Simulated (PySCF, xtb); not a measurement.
CH7NOSi, SMILES C[SiH](N)O. One conformer was computed; it need not be the lowest.

Harmonic wavenumbers (cm⁻¹) from GFN2-xTB (xtb) at its own minimum, in rising order: 104, 193, 215, 248, 271, 308, 579, 646, 673, 712, 798, 813, 820, 840, 889, 934, 1384, 1496, 1504, 1532, 2253, 3033, 3047, 3055, 3471, 3516, 3672.

Question: What does PBE-D3(BJ)/def2-SVP in PySCF give at its own minimum? (The exact figures need the calculation; the answer reports its results.)

Answer: 140, 186, 213, 224, 284, 359, 410, 625, 651, 718, 785, 787, 832, 882, 900, 928, 1218, 1383, 1385, 1493, 2158, 2972, 3067, 3079, 3489, 3585, 3745. Paired by order, the mean absolute difference is 47 cm⁻¹ and the zero-point energies are 52.9 and 52.2 kcal/mol.
